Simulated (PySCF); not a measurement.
C5H8OSi: core ionisation energies

Species: C5H8OSi.
Numbering: `[CH3:1][C:2]#[C:3]/[CH:4]=[CH:5]\[O:6][SiH3:7]`

Method: PySCF, delta-SCF UKS SCAN, pcX-2 on the ionised atom, pcseg-1 elsewhere, spin-free X2C. Vertical ΔSCF values, vacuum level as zero.

Q: Give the core binding energies atom by atom.

A: 
| atom(s) | bonded to | level | binding energy (eV) | 2p1/2 (eV) | above the level's lowest (eV) | count |
| --- | --- | --- | --- | --- | --- | --- |
| Si7 | O and 3 H | Si 1s | 1847.48 | – | 0.00 | 1 |
| O6 | C and Si | O 1s | 538.49 | – | 0.00 | 1 |
| C5 | O, C (double bond) and H | C 1s | 291.82 | – | +1.98 | 1 |
| C1 | C and 3 H | C 1s | 291.52 | – | +1.68 | 1 |
| C4 | C (double bond), C and H | C 1s | 290.53 | – | +0.69 | 1 |
| C3 | C (triple bond) and C | C 1s | 290.04 | – | +0.20 | 1 |
| C2 | C (triple bond) and C | C 1s | 289.84 | – | 0.00 | 1 |
| Si7 | O and 3 H | Si 2p3/2 | 107.56 | 108.18 | 0.00 | 1 |

Lowest listed C 1s: C2, bonded to C (triple bond) and C. Highest, 1.98 eV above it: C5, bonded to O, C (double bond) and H. Summing the Pauling electronegativity differences to the bonded atoms, each weighted by its formal bond order, gives 0.00 for the lowest site and +0.54 for the highest; no listed site has a larger sum than the highest. The smallest sum, -1.05, belongs to C1, 1.68 eV above the lowest.

Q: Which effective nuclear charge Zeff reproduces each element's mean 1s value in the hydrogen-like formula E = 13.606 eV × Zeff²?

A: C (Z = 6): mean 290.7 eV, Zeff = 4.62, Z − Zeff = 1.38; O (Z = 8): mean 538.5 eV, Zeff = 6.29, Z − Zeff = 1.71; Si (Z = 14): mean 1847.5 eV, Zeff = 11.65, Z − Zeff = 2.35. Means run over the listed sites, weighted by atom count.

The unrestricted hole states depart most from a pure doublet (⟨S²⟩ = 0.75; over 0.85 named) for C 1s of C3 (0.86) and C 1s of C5 (0.87), which makes these values less certain. Spin–orbit and ligand-field terms were added within each 2p shell after the spin-free SCF. 2p1/2 minus 2p3/2 (ligand field included): Si 0.63 eV. Isolated species at its PBE0-D3(BJ)/def2-SVP geometry (one conformer only).

The values belong to the conformer `[CH3:1][C:2]#[C:3]/[CH:4]=[CH:5]\[O:6][SiH3:7]`: C4–C5–O6–Si7 0°.
